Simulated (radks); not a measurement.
Valence configurations of neutral thallium. Calculated with a radial shooting solver on a logarithmic mesh with Libxc functionals: Dirac Kohn-Sham, BLYP, spin-unpolarised, spherical densities, finite nucleus; open shells fill j = l - 1/2 first; Fermi nuclear charge, rms radius 5.4759 fm. Energies are relative to [Hg] 6p1; eigenvalues in eV.

\begin{tabular}{lrrrrrr}
valence & E (eV) & e(4f5/2) & e(4f7/2) & e(5d3/2) & e(5d5/2) & e(6p1/2) \\ \hline
[Hg] 6p1 & 0.000 & -115.50 & -110.90 & -16.063 & -13.869 & -2.816 \\
[Xe] 4f14 5d10 6s1.5 6p1.5 & 3.152 & -116.25 & -111.65 & -16.778 & -14.575 & -3.154 \\
[Xe] 4f14 5d10 6s1 6p2 & 6.375 & -116.97 & -112.37 & -17.451 & -15.239 & -3.468 \\
[Xe] 4f14 5d9 6s2 6p2 & 12.387 & -120.57 & -115.97 & -19.905 & -17.591 & -3.877 \\
[Xe] 4f14 5d10 6p3 & 14.274 & -118.96 & -114.36 & -19.345 & -17.110 & -4.404 \\
[Xe] 4f14 5d8 6s2 6p3 & 29.027 & -126.39 & -121.79 & -24.328 & -21.889 & -5.252 \\
[Xe] 4f13.5 5d10 6s2 6p1.5 & 56.098 & -124.38 & -119.71 & -18.772 & -16.432 & -3.367 \\
[Xe] 4f13 5d10 6s2 6p2 & 116.37 & -133.43 & -128.69 & -21.529 & -19.041 & -3.901 \\
[Xe] 4f12 5d9 6s2 6p4 & 274.70 & -158.92 & -154.04 & -32.507 & -29.594 & -6.691 \\
[Xe] 4f11 5d9 6s2 6p5 & 433.57 & -179.06 & -174.03 & -39.084 & -35.871 & -8.063 \\
\end{tabular}

NIST lists [Hg] 6p1 as the ground configuration; this level of theory agrees among the configurations tried. The energies are those of spherical spin-averaged densities, not of single terms.
